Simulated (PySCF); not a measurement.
**[Sm(SH)4]− at several levels of theory**

Computed with PySCF 2.14.0 (density fitting, no spin-orbit coupling) at the geometry relaxed with PBE0:

```xyz
9
[Sm(SH)4]− (singlet in the valence; each metal's 4f electrons, 5 of them, lie in its core potential, out of spins and levels)
Sm    0.0000    0.0000    0.0013
S     1.4801    1.6033    1.5995
H     1.8372    0.5105    2.3171
S    -1.4801   -1.6033    1.5995
H    -1.8372   -0.5105    2.3171
S     1.6004   -1.4850   -1.5957
H     0.5079   -1.8372   -2.3159
S    -1.6004    1.4850   -1.5957
H    -0.5079    1.8372   -2.3159
```

```
level                                                 basis    state  HOMO (eV)  gap (eV)  charge on Sm1 (e)  population of f-type functions on Sm1 (polarisation alone where 4f lies in the core)  dipole about the centre of mass (D)  largest force component (eV/Å)
 PBE0     Sm lcecp-1-SVP with ECP51, S def2-SVP, H def2-SVP  singlet      -3.08      5.93               0.61                                                                                  0.04                                 0.01                            0.01
 TPSS                                              the same  singlet      -1.99      4.43               0.58                                                                                  0.04                                 0.01                            0.22
 PBE0  Sm lcecp-1-TZVP with ECP51, S def2-TZVP, H def2-TZVP  singlet      -3.30      6.02               1.17                                                                                  0.05                                 0.01                            0.18
```

In the lcecp rows the 4f levels are missing from HOMO and gap, and the state counts the valence alone.

Charges are Mulliken's, which hang on the basis. The relaxation used the grid (50, 194), these runs (75, 302) or, all-electron (x2c bases, spin-free X2C Hamiltonian), (99, 590).

**Question.** What does M06-L with Sm lcecp-1-SVP with ECP51, S def2-SVP, H def2-SVP give here?

**Answer.** state singlet, HOMO (eV) -2.10, gap (eV) 4.79, charge on Sm1 (e) 0.85, population of f-type functions on Sm1 (polarisation alone where 4f lies in the core) 0.04, dipole about the centre of mass (D) 0.01, largest force component (eV/Å) 0.18. Time: 13 s on 2 threads of Arm Neoverse V1, with other jobs on the host, from an already converged density.

In the first row's basis the gap widens with exact exchange: 4.4 to 4.8 eV for TPSS, M06-L (none); 5.9 eV for PBE0 (a fixed share).

An lcecp potential fixes the number of 4f electrons, so in runs with it no electron can move into or out of that shell.
